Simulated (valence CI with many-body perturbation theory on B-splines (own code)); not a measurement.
## Mn11+: electric-dipole lines

Calculated by relativistic CI+MBPT: four valence electrons over a frozen Dirac-Fock core [Ne], a basis of 11 s, 11 p, 10 d, 8 f, 5 g, 2 h functions for each j, with the one-electron correlation potential Σ1 (screened to all orders), the two-electron term Σ2, the three-electron term Σ3, Breit, model QED; selected single and double excitations, second order for the rest, scaled by the run's own slope (own B-spline code, finite nucleus).

No measured levels were compared; by estimate levels of excited configurations hold to 0.05 to 0.15 % of their energy, terms of the ground configuration to about 0.5 %. Among the levels kept, up to 560 cm⁻¹ of a level comes from second order outside the variational space, and about a tenth of that is noise between levels of different J, which matters for small intervals.

Lines 151 to 200 of 560 in falling wavelength, among levels below 1114800 cm⁻¹, chosen from the strongest by gf and those to the six lowest levels. Wavelengths and rates use the calculated energies, so an error of 200 cm⁻¹ moves a line at 29.23 nm by 0.058 % and its rate by three times that or more. Electric multipoles are in the length gauge, E1 and E2 with the static RPA response of the core. Weak lines are less certain than strong ones. Lines between different terms over intervals too small for the method are left out, as are lines whose strength nearly cancels. Where a level lies close to another of its J and parity, the split of strength between their lines is uncertain. The highest levels of a list are the least certain.

Names give the largest LS component (configuration and term), which can be under half, so a name can repeat, a term be missing and a line seem to break the LS rules; names also repeat where a configuration has a term twice. Letters in brackets count levels of one name in rising energy.

```tsv
λ vac (nm)	Upper	Lower	A (s⁻¹)	S (a.u.) with core polarisation	S without
29.23	3s.3p2.3d 3D_1 [d]	3s2.3p.3d 3P°_0	1.09e+10	4.04e-01	4.19e-01
29.19	3p3.3d 3P°_2 [a]	3s.3p2.3d 3P_2 [a]	2.99e+09	1.84e-01	1.90e-01
29.18	3s.3p.3d2 3D°_2	3s.3p2.3d 3P_2 [b]	3.16e+09	1.94e-01	2.01e-01
29.13	3s.3p2.3d 1F_3 [b]	3s2.3p.3d 1F°_3	2.50e+10	2.13e+00	2.21e+00
29.10	3p3.3d 5D°_2	3s.3p2.3d 5F_3	8.81e+09	5.36e-01	5.56e-01
29.09	3p3.3d 1F°_3 [a]	3s.3p2.3d 1G_4	7.97e+09	6.78e-01	7.02e-01
29.09	3s.3p3 3S°_1	3s2.3p2 1D_2	7.46e+08	2.72e-02	2.82e-02
29.05	3s.3p.3d2 3D°_3	3s.3p2.3d 3P_2 [b]	1.26e+10	1.07e+00	1.10e+00
29.04	3s.3p2.3d 1D_2 [b]	3s2.3p.3d 1D°_2	8.71e+09	5.27e-01	5.46e-01
29.04	3s.3p2.3d 3D_2 [d]	3s2.3p.3d 3P°_1	1.22e+10	7.38e-01	7.65e-01
29.01	3p3.3d 3D°_1 [c]	3s.3p2.3d 3P_1 [b]	5.32e+09	1.92e-01	1.99e-01
28.98	3p3.3d 5D°_3	3s.3p2.3d 5F_3	4.87e+09	4.10e-01	4.25e-01
28.93	3p3.3d 5D°_1	3s.3p2.3d 5F_2	9.12e+09	3.27e-01	3.39e-01
28.92	3s.3p.3d2 3D°_2	3s.3p2.3d 3P_1 [b]	9.65e+09	5.76e-01	5.96e-01
28.87	3p3.3d 5D°_2	3s.3p2.3d 5F_2	5.95e+09	3.53e-01	3.67e-01
28.86	3p3.3d 3D°_1 [c]	3s.3p2.3d 3P_0 [b]	6.98e+09	2.49e-01	2.57e-01
28.80	3p3.3d 5D°_0	3s.3p2.3d 5F_1	1.58e+10	1.86e-01	1.93e-01
28.79	3p3.3d 3P°_2 [b]	3s.3p2.3d 3P_2 [a]	3.19e+09	1.88e-01	1.95e-01
28.78	3p3.3d 5D°_1	3s.3p2.3d 5F_1	6.39e+09	2.26e-01	2.34e-01
28.74	3p3.3d 1F°_3 [b]	3s.3p2.3d 1G_4	5.87e+09	4.81e-01	4.98e-01
28.73	3s.3p.3d2 3D°_2	3s.3p2.3d 3D_3 [b]	3.20e+09	1.88e-01	1.94e-01
28.69	3s.3p2.3d 3D_3 [d]	3s2.3p.3d 3P°_2	1.06e+10	8.62e-01	8.93e-01
28.60	3s.3p.3d2 3D°_3	3s.3p2.3d 3D_3 [b]	3.93e+09	3.18e-01	3.29e-01
28.45	3p3.3d 3D°_1 [c]	3s.3p2.3d 3D_2 [b]	3.91e+09	1.33e-01	1.38e-01
28.38	3s.3p.3d2 3D°_3	3s.3p2.3d 3F_4 [b]	5.03e+09	3.97e-01	4.12e-01
28.36	3s.3p.3d2 3D°_2	3s.3p2.3d 3D_2 [b]	2.65e+09	1.49e-01	1.55e-01
28.28	3p3.3d 3D°_1 [c]	3s.3p2.3d 3D_1 [b]	4.23e+09	1.42e-01	1.47e-01
28.28	3p3.3d 1F°_3 [b]	3s.3p2.3d 3D_3 [a]	3.08e+09	2.40e-01	2.49e-01
28.24	3s.3p.3d2 3D°_3	3s.3p2.3d 3D_2 [b]	1.77e+09	1.38e-01	1.43e-01
28.21	3s.3p2.3d 1D_2 [b]	3s2.3p.3d 3P°_2	8.41e+09	4.66e-01	4.83e-01
28.11	3s.3p2.3d 3D_3 [c]	3s2.3p.3d 3F°_4	8.69e+09	6.67e-01	6.91e-01
28.03	3s.3p2.3d 1P_1 [b]	3s2.3p.3d 3D°_2	4.43e+09	1.44e-01	1.50e-01
28.02	3s2.3p.3d 3F°_2	3s2.3p2 1D_2	2.37e+08	1.29e-02	1.33e-02
27.96	3s.3p.3d2 3D°_2	3s.3p2.3d 3F_3 [b]	3.45e+09	1.86e-01	1.93e-01
27.93	3s.3p2.3d 3D_2 [c]	3s2.3p.3d 3F°_3	1.89e+10	1.02e+00	1.05e+00
27.86	3s.3p2.3d 1D_2 [c]	3s2.3p.3d 1P°_1	1.60e+10	8.55e-01	8.86e-01
27.84	3s.3p.3d2 3D°_3	3s.3p2.3d 3F_3 [b]	1.62e+09	1.21e-01	1.25e-01
27.79	3s.3p.3d2 3S°_1	3s.3p2.3d 3P_2 [b]	5.17e+09	1.64e-01	1.70e-01
27.78	3p3.3d 1F°_3 [c]	3s.3p2.3d 1G_4	2.99e+09	2.22e-01	2.30e-01
27.69	3p3.3d 3D°_1 [c]	3s.3p2.3d 3F_2 [b]	4.72e+09	1.48e-01	1.54e-01
27.68	3s.3p2.3d 3F_3 [c]	3s2.3p.3d 3F°_4	1.59e+10	1.16e+00	1.21e+00
27.66	3p3.3d 1D°_2 [b]	3s.3p2.3d 3D_2 [a]	4.15e+09	2.17e-01	2.24e-01
27.63	3p4 3P_2	3s.3p3 5S°_2	1.70e+07	8.87e-04	9.19e-04
27.63	3s.3p2.3d 3P_2 [c]	3s2.3p.3d 3D°_3	2.24e+10	1.16e+00	1.21e+00
27.63	3s.3p2.3d 3D_1 [c]	3s2.3p.3d 3F°_2	2.28e+10	7.12e-01	7.38e-01
27.61	3p3.3d 1D°_2 [c]	3s.3p2.3d 1F_3 [a]	2.52e+09	1.31e-01	1.35e-01
27.59	3s2.3p.3d 3F°_3	3s2.3p2 1D_2	1.93e+07	1.40e-03	1.44e-03
27.56	3s.3p3 1P°_1	3s2.3p2 1D_2	2.60e+10	8.05e-01	8.35e-01
27.54	3s.3p2.3d 3F_4 [c]	3s2.3p.3d 3F°_4	2.11e+10	1.96e+00	2.03e+00
27.51	3s.3p2.3d 3D_2 [c]	3s2.3p.3d 3F°_2	5.78e+09	2.97e-01	3.08e-01
```
